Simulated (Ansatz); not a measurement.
CH₈SiSn⁻, that is SnH2Me(SiH3) with one electron more. Total charge -1; doublet. Geometry r2SCAN-D4/def2-SVP, that of the neutral singlet; atoms count from 1.

Cartesian coordinates in Å:
```
Sn 0.494 -0.086 0.784
H 1.335 -1.498 1.291
H 0.969 1.203 1.817
C -1.630 -0.418 1.018
H -1.851 -0.666 2.066
H -1.958 -1.249 0.378
H -2.187 0.489 0.742
Si 1.113 0.471 -1.650
H 0.787 -0.677 -2.553
H 2.575 0.762 -1.769
H 0.354 1.669 -2.126
```

In the def2 sets Sn takes a core potential; there is no spin–orbit coupling. The highest occupied level of the charge -1 doublet lies above zero (up to 1.87 eV). By energy differences it is unbound by 0.82 eV (vertical, against the charge 0 singlet, at PBE0-D4/def2-TZVPD) and held by the finite basis.

Estimate the Mulliken populations from the PBE0/def2-TZVPD orbitals of Ansatz.


```tsv
atom	charge (e)	spin (α − β)
Sn1	-0.41	0.84
H2	-0.08	0.04
H3	-0.08	0.04
C4	-1.00	0.16
H5	0.28	-0.04
H6	0.29	-0.09
H7	0.29	-0.09
Si8	-0.11	0.04
H9	-0.05	0.03
H10	-0.09	0.05
H11	-0.05	0.03
```
Mulliken values depend strongly on the basis. With diffuse functions, as here, like atoms can get unlike values, and bond orders can come out too low or too high.

Where does the spin sit?

Summed by element: Sn 0.84, H -0.04, C 0.16, Si 0.04, of 1 unpaired in all. Largest on single atoms: Sn1 0.84, C4 0.16, H7 -0.09.

And the Mayer bond orders between heavy atoms (over 0.3)?

Sn1–C4 1.08 (2.16 Å); Sn1–Si8 1.47 (2.57 Å).
